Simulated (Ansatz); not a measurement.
C7H6 (SMILES [CH]c1ccccc1): geometry of the low-spin state from B3LYP-D3(BJ)/def2-TZVP.
(charge 0, multiplicity 1):
```xyz
13

C      2.4511    -0.3034    -0.1703
C      1.0365    -0.0998    -0.0710
C      0.2040    -1.2433    -0.0577
C     -1.1709    -1.1266     0.0359
C     -1.7468     0.1396     0.1187
C     -0.9577     1.2904     0.1085
C      0.4157     1.1709     0.0148
H      2.9238     0.6980    -0.1653
H      0.6880    -2.2086    -0.1238
H     -1.7992    -2.0075     0.0453
H     -2.8234     0.2330     0.1921
H     -1.4238     2.2649     0.1736
H      1.0434     2.0535     0.0055
```
The high-spin state stands at its own minimum; R- takes a restricted low-spin state.

Run with Ansatz (a first-principles code). Values without a source in brackets are computed.

The gap E(multiplicity 1) − E(multiplicity 3) (kcal/mol) and the share of exact exchange:

```
functional           exact exchange (%)  value
-------------------  ------------------  -----
R-PBE/def2-TZVPP                      0   8.39
R-PBE0/def2-TZVPP                    25  10.71
R-B3LYP/def2-TZVPP                   20   5.73
R-BHLYP/def2-TZVPP                   50   8.48
R-r2SCAN/def2-TZVPP                   0  14.47
```

Problem. Take the value as linear in the share of exact exchange along PBE and PBE0. Give the slope, say whether the sign turns, and set the other functionals against that line.

Solution. 
Slope: (10.71 − (8.39))/2.5 = 0.93 kcal/mol for each 10 %. The line keeps its sign from 0 to 100 %. At 50 % it gives 13.0 kcal/mol. From B3LYP to BHLYP the slope is (8.48 − (5.73))/3 = 0.92 for each 10 %. BHLYP, at 50 %, lies -4.5 from the PBE line. B3LYP, at 20 %, lies -4.5 from the PBE line. r2SCAN, with none, stands 6.1 from PBE.

Doubts at one or more of the structures used: a restricted determinant that unrestricted orbitals would lower (R-PBE/def2-TZVPP, R-PBE0/def2-TZVPP, R-B3LYP/def2-TZVPP, R-BHLYP/def2-TZVPP, R-r2SCAN/def2-TZVPP).
